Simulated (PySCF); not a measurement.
Solvent effects on NMR parameters

Molfile (atoms numbered from 1):
```
C7H10
     RDKit          3D

 17 16  0  0  0  0  0  0  0  0999 V2000
   -1.2039   -1.2678   -1.1584 C   0  0  0  0  0  0  0  0  0  0  0  0
   -1.4920   -0.2185   -0.3775 C   0  0  0  0  0  0  0  0  0  0  0  0
   -0.5995    0.9071   -0.0747 C   0  0  0  0  0  0  0  0  0  0  0  0
   -1.0649    1.9578    0.6273 C   0  0  0  0  0  0  0  0  0  0  0  0
    0.7942    0.9083   -0.5896 C   0  0  0  0  0  0  0  0  0  0  0  0
    1.7596    0.0402   -0.2580 C   0  0  0  0  0  0  0  0  0  0  0  0
    1.6510   -1.0898    0.7101 C   0  0  0  0  0  0  0  0  0  0  0  0
   -0.2282   -1.3677   -1.6415 H   0  0  0  0  0  0  0  0  0  0  0  0
   -1.9419   -2.0525   -1.3399 H   0  0  0  0  0  0  0  0  0  0  0  0
   -2.4876   -0.1524    0.0770 H   0  0  0  0  0  0  0  0  0  0  0  0
   -2.0950    1.9782    0.9948 H   0  0  0  0  0  0  0  0  0  0  0  0
   -0.4315    2.8193    0.8528 H   0  0  0  0  0  0  0  0  0  0  0  0
    1.0453    1.7164   -1.2861 H   0  0  0  0  0  0  0  0  0  0  0  0
    2.7427    0.1839   -0.7227 H   0  0  0  0  0  0  0  0  0  0  0  0
    1.8068   -2.0596    0.2075 H   0  0  0  0  0  0  0  0  0  0  0  0
    2.4335   -1.0103    1.4828 H   0  0  0  0  0  0  0  0  0  0  0  0
    0.6725   -1.1190    1.2073 H   0  0  0  0  0  0  0  0  0  0  0  0
  1  2  2  0
  2  3  1  0
  3  4  2  0
  3  5  1  0
  5  6  2  0
  6  7  1  0
  1  8  1  0
  1  9  1  0
  2 10  1  0
  4 11  1  0
  4 12  1  0
  5 13  1  0
  6 14  1  0
  7 15  1  0
  7 16  1  0
  7 17  1  0
M  END
```

GIAO PBE0/pcSseg-1 in PySCF on one PBE0-D3(BJ)/def2-SVP conformer, non-relativistic, equivalent nuclei averaged. Solvents enter as an IEF-PCM continuum (cyclohexane with ε = 2.0, chloroform with ε = 4.7) around the gas-phase geometry. Shifts are referred to TMS computed in the same medium.

Gas phase, δ in ppm: C3 152.5, C2 145.7, C6 140.0, C5 134.4, C4 126.3, C1 124.8, C7 18.8, H10 6.47, H13 6.27, H14 5.88, H11 5.51, H8 5.48, H9 5.44, H12 5.28. Dipole moment 0.47 D.

Task: How does each δ change in the continuum?

Result: 
```tsv
atoms	environment	Δδ, cyclohexane	Δδ, chloroform
C3	fully substituted alkene carbon	+0.7	+1.1
C2	alkene CH	+0.6	+1.1
C6	alkene CH	+1.0	+1.9
C5	alkene CH	+0.1	+0.1
C4	terminal =CH2 carbon	+0.7	+1.3
C1	terminal =CH2 carbon	+0.4	+1.0
C7	allylic methyl carbon	+0.1	+0.4
H10	hydrogen on an alkene CH	+0.07	+0.13
H13	hydrogen on an alkene CH	+0.02	+0.04
H14	hydrogen on an alkene CH	+0.08	+0.14
H11	hydrogen on a terminal =CH2 carbon	+0.08	+0.15
H8	hydrogen on a terminal =CH2 carbon	+0.02	+0.04
H9	hydrogen on a terminal =CH2 carbon	+0.06	+0.12
H12	hydrogen on a terminal =CH2 carbon	+0.06	+0.10
```

Changes are relative to the gas phase. The dipole moment becomes 0.53 D in cyclohexane, 0.57 D in chloroform.

Task: Which of the listed nuclei move most (in ppm), and what does the model miss?

Result: C6 (alkene CH, +1.9 ppm) in chloroform. A continuum only polarises the solute; specific hydrogen bonds, the anisotropy of aromatic solvents and changes of geometry or conformer are outside it.
